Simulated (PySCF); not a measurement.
**Spinor energies of Xe³⁺ (xenon, charge +3)**

Start: [Kr] 4d10 5s1 5p3 6s1; 5s1/2 filled at m_j = +1/2; 5p3/2 filled at m_j = -1/2, +1/2, +3/2; 6s1/2 filled at m_j = +1/2. Calculated with PySCF 2.14 in x2c-SVPall-2c with one added diffuse shell each of s, p type (7s9p4d, 54 functions): generalised Hartree-Fock with the X2C-1e Hamiltonian and a Gaussian nucleus; one run each with spin-orbit coupling (SO) switched off, then screened by Boettger's factors. This is a chosen level, not necessarily the ground level.

| spinor shell | electrons | ε, spin-free (eV) | ε, screened SO (eV) | weight of nominal j (screened SO) | rms radius, screened SO (bohr) |
| --- | --- | --- | --- | --- | --- |
| 1s1/2 | 2 | -34763.6 | -34759.6 | 1.000 | 0.0305 |
| 2s1/2 | 2 | -5545.9 | -5544.7 | 1.000 | 0.124 |
| 2p1/2 | 2 | -4975.1 | -5201.3 | 1.000 | 0.107 |
| 2p3/2 | 4 | -4975.1 | -4873.3 | 1.000 | 0.112 |
| 3s1/2 | 2 | -1210.4 | -1210.0 | 1.000 | 0.326 |
| 3p1/2 | 2 | -1021.4 | -1065.5 | 1.000 | 0.318 |
| 3p3/2 | 4 | -1021.4 | -1001.4 | 1.000 | 0.330 |
| 3d3/2 | 4 | -741.25 | -748.90 | 1.000 | 0.303 |
| 4s1/2 | 2 | -269.34 | -269.21 | 1.000 | 0.762 |
| 4p1/2 | 2 | -206.83 | -215.68 | 0.997 | 0.797 |
| 4p3/2 | 4 | -206.83 | -202.71 | 0.998 | 0.821 |
| 4d3/2 | 4 | -112.35 | -113.64 | 0.925 | 0.942 |
| 4d5/2 | 6 | -112.35 | -111.35 | 0.950 | 0.942 |
| 5s1/2 | 1 | -66.230 | -66.122 | 1.000 | 1.83 |
| 5p3/2 | 3 | -48.260 | -48.304 | 0.595 | 2.07 |
| 6s1/2 | 1 | -22.750 | -22.733 | 1.000 | 3.96 |

(1) Where does 3d5/2 lie, and what is the 3d spin-orbit splitting (screened SO)?

```tsv
quantity	spin-free	screened SO
E (hartree)	-7438.28474	-7440.65267
M_J	5/2	5/2
⟨J²⟩	8.751	8.752
⟨L²⟩	0.000	0.076
⟨S²⟩	8.751	8.635
```

Each row is a mean over spinors that exchange with the open shell spreads, by up to 2.017 eV (4s1/2).

Rows whose weight is well below 1 are mixtures of j = l ± 1/2: exchange outweighs spin-orbit coupling there, and the label is only the starting occupation.

Breit and QED terms are absent; they matter most for the inner s and p1/2 levels.

Densities and radii are taken from the X2C orbitals without a picture-change correction, which distorts them close to the nucleus.

Without spin-orbit coupling the j labels of p, d and f shells carry no meaning; the spin-free column gives the mean over the occupied spinors of each nl shell.

## Answers

(1) At -735.74 eV, 13.160 eV above 3d3/2.
